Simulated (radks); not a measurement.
Isoelectronic series with 4 electrons, each ion in its NIST ground configuration. All-electron calculation, scalar-relativistic Kohn-Sham, PBE, spin-polarised, spherical densities, finite nucleus; Fermi nuclear charge, rms radius of each element as measured or else 0.836 A^(1/3) + 0.57 fm. Program: a radial shooting solver on a logarithmic mesh with Libxc functionals. Total energies (hartree) and orbital eigenvalues (eV):

| ion | configuration | E (hartree) | 2s | 1s |
|---|---|---|---|---|
| Be | [He] 2s2 | -14.63287 | -5.6097 | -106.2131 |
| B+ | [He] 2s2 | -24.30114 | -19.5110 | -193.6261 |
| C2+ | [He] 2s2 | -36.47795 | -40.3789 | -308.5431 |
| N3+ | [He] 2s2 | -51.16299 | -68.1250 | -450.8352 |
| O4+ | [He] 2s2 | -68.35793 | -102.7239 | -620.4753 |
| F5+ | [He] 2s2 | -88.06536 | -144.1700 | -817.4693 |
| Ne6+ | [He] 2s2 | -110.28849 | -192.4661 | -1041.839 |
| Mg8+ | [He] 2s2 | -162.29726 | -309.6398 | -1572.835 |
| Al9+ | [He] 2s2 | -192.09176 | -378.5401 | -1879.545 |
| Si10+ | [He] 2s2 | -224.41967 | -454.3343 | -2213.792 |
| P11+ | [He] 2s2 | -259.28659 | -537.0386 | -2575.632 |
| S12+ | [He] 2s2 | -296.69853 | -626.6706 | -2965.125 |
| Cl13+ | [He] 2s2 | -336.66198 | -723.2494 | -3382.334 |
| Ar14+ | [He] 2s2 | -379.18392 | -826.7960 | -3827.330 |
| K15+ | [He] 2s2 | -424.27179 | -937.3326 | -4300.187 |
| Ca16+ | [He] 2s2 | -471.93346 | -1054.883 | -4800.984 |
| Sc17+ | [He] 2s2 | -522.17730 | -1179.473 | -5329.805 |
| Ti18+ | [He] 2s2 | -575.01221 | -1311.129 | -5886.741 |

Estimate the row of V19+ ([He] 2s2).

Answer. E (hartree) -630.44760; 2s -1449.881; 1s -6471.885.
